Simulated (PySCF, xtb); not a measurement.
In(OH)(SH)2 (H3InOS2), SMILES [OH][In]([SH])[SH].

xtb with GFN2-xTB at its own geometry gives an orbital gap of 2.33 eV and a dipole moment of 2.21 D.

Geometry optimised at B3LYP-D3(BJ)/def2-SVP. The def2 effective core potentials stand for the cores of In; spin–orbit coupling is left out. Other conformers were not sampled.

Q: What does PBE/def2-TZVP run with PySCF give? (Estimate from the structure and the level; the computed values follow.)

A: gap 3.51 eV (levels -6.39 and -2.88 eV), dipole 1.78 D.
